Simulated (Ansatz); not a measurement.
Geometry optimisation, RKS B3LYP/6-31G* (Ansatz 0.2.0).

input.yaml

```yaml
crystal:
  periodic: [false, false, false]
  atoms:
    - { symbol: "N", position_ang: [0.8751, -1.2458, 0.355] }
    - { symbol: C, position_ang: [0.1876, -0.4332, 1.1695] }
    - { symbol: O, position_ang: [0.0916, -0.76, 2.5079] }
    - { symbol: O, position_ang: [-0.3581, 0.7576, 0.7331] }
    - { symbol: B, position_ang: [-0.93095, 1.86372, 1.58425] }
    - { symbol: "N", position_ang: [-0.91429, 1.77744, 3.07841] }
    - { symbol: Cl, position_ang: [-1.44264, 3.42823, 0.77112] }
    - { symbol: H, position_ang: [1.3337, -2.0608, 0.6557] }
    - { symbol: H, position_ang: [0.5651, -1.5838, 2.9267] }
    - { symbol: H, position_ang: [-1.80115, 2.15167, 3.41567] }
    - { symbol: H, position_ang: [-0.13077, 2.40022, 3.39548] }
basis:
  gaussian: { orbitals: "6-31G*" }
hamiltonian:
  xc: b3lyp
relax:
  f_tol: 0.015
  max_steps: 40
```

Launched with:

```bash
$ ansatz run input.yaml --threads 2 --pin off --max-ram 3072MiB --backend cpu --events-out ev --progress --plain --runs-dir out
```

Task: Where does it end, and by what steps?

Result: It converged. After 13 steps the energy has fallen by 2.353 eV; H11 moved furthest, 1.24 Å.

```json
{"step": "0", "energy less start (eV)": "0.0000", "largest force component (eV/Å)": "5.489", "accepted": "yes"}
{"step": "1", "energy less start (eV)": "-1.1889", "largest force component (eV/Å)": "2.399", "accepted": "yes"}
{"step": "2", "energy less start (eV)": "-1.5490", "largest force component (eV/Å)": "1.118", "accepted": "yes"}
{"step": "3", "energy less start (eV)": "-1.8066", "largest force component (eV/Å)": "1.035", "accepted": "yes"}
{"step": "4", "energy less start (eV)": "-2.0027", "largest force component (eV/Å)": "1.421", "accepted": "yes"}
{"step": "5", "energy less start (eV)": "-2.1920", "largest force component (eV/Å)": "0.672", "accepted": "yes"}
{"step": "6", "energy less start (eV)": "-2.2925", "largest force component (eV/Å)": "0.392", "accepted": "yes"}
{"step": "7", "energy less start (eV)": "-2.3298", "largest force component (eV/Å)": "0.322", "accepted": "yes"}
{"step": "8", "energy less start (eV)": "-2.3411", "largest force component (eV/Å)": "0.555", "accepted": "yes"}
{"step": "9", "energy less start (eV)": "-2.3497", "largest force component (eV/Å)": "0.175", "accepted": "yes"}
{"step": "10", "energy less start (eV)": "-2.3516", "largest force component (eV/Å)": "0.115", "accepted": "yes"}
{"step": "11", "energy less start (eV)": "-2.3528", "largest force component (eV/Å)": "0.068", "accepted": "yes"}
{"step": "12", "energy less start (eV)": "-2.3530", "largest force component (eV/Å)": "0.032", "accepted": "yes"}
{"step": "13", "energy less start (eV)": "-2.3531", "largest force component (eV/Å)": "0.010", "accepted": "yes"}
```

```xyz
11
Properties=species:S:1:pos:R:3
N 0.835 -1.082 0.352
C 0.269 -0.355 1.219
O 0.178 -0.554 2.575
O -0.359 0.766 0.835
B -0.909 1.805 1.566
N -0.916 1.942 2.952
Cl -1.662 3.083 0.563
H 1.266 -1.910 0.763
H 0.643 -1.375 2.800
H -1.335 2.741 3.403
H -0.534 1.236 3.564
```

Whether the end is a true minimum wasn't checked by a vibrational analysis.

Run time: 65 s on 2 threads of Arm Neoverse V1, with other jobs on the host, peak memory 0.29 GiB.
